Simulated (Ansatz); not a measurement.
Bond stretch in GaMg (anion, charge -1), lowest singlet found (which spin is the ground state isn't settled by this scan).

- RKS-PBE = restricted PBE/aug-cc-pVDZ in Ansatz (a program for electronic structure)
- UKS-PBE = unrestricted PBE/aug-cc-pVDZ run with Ansatz
- RKS-CAM-B3LYP = Ansatz with restricted CAM-B3LYP/aug-cc-pVDZ
- FCI = Ansatz with full CI/aug-cc-pVDZ, cores with 3d frozen

Energies relative to the lowest point of each curve between 2.30 and 2.95 Å, where full CI is lowest, in kJ/mol; the last columns give the error against full CI:

```
R / Å  RKS-PBE  UKS-PBE  RKS-CAM-B3LYP    FCI  RKS-PBE − FCI  UKS-PBE − FCI  RKS-CAM-B3LYP − FCI
-----  -------  -------  -------------  -----  -------------  -------------  -------------------
1.91     265.2    250.7          257.7  296.0          -30.8          -45.3                -38.3
2.03     165.5    154.1          161.2  189.8          -24.3          -35.6                -28.5
2.19      81.3     73.6           79.9   97.4          -16.1          -23.9                -17.5
2.30      45.9     40.2           45.7   57.3          -11.5          -17.1                -11.7
2.42      21.5     17.8           22.1   28.9           -7.5          -11.1                 -6.9
2.50      11.3      8.8           12.1   16.6           -5.3           -7.9                 -4.5
2.57       5.5      3.8            6.3    9.2           -3.8           -5.4                 -2.9
2.67       0.9      0.4            1.5    2.9           -1.9           -2.4                 -1.3
2.72       0.0      0.0            0.4    1.1           -1.1           -1.1                 -0.7
2.85       0.6      1.7            0.0    0.0            0.6            1.7                  0.0
2.95       3.2      4.9            0.8    1.5            1.7            3.5                 -0.7
```

RKS-PBE is furthest from FCI at 1.91 (-30.8 kJ/mol, below); its mean absolute error over the points is 9.5 kJ/mol.

UKS-PBE is furthest from FCI at 1.91 (-45.3 kJ/mol, below); its mean absolute error over the points is 14.1 kJ/mol.

RKS-CAM-B3LYP is furthest from FCI at 1.91 (-38.3 kJ/mol, below); its mean absolute error over the points is 10.3 kJ/mol.

The scan ran from 1.91 to 8.88 Å; beyond the distances shown full CI changes its symmetry label. The restricted form behind RKS-PBE, RKS-CAM-B3LYP keeps the bonding electrons paired and can't separate into open-shell fragments. Where the anion isn't bound against loss of the electron, the finite basis alone holds it. The unrestricted determinant behind UKS-PBE is spin-contaminated at 1.91 to 2.95 Å (<S²> up to 1.0, against 0.00 for a pure singlet).
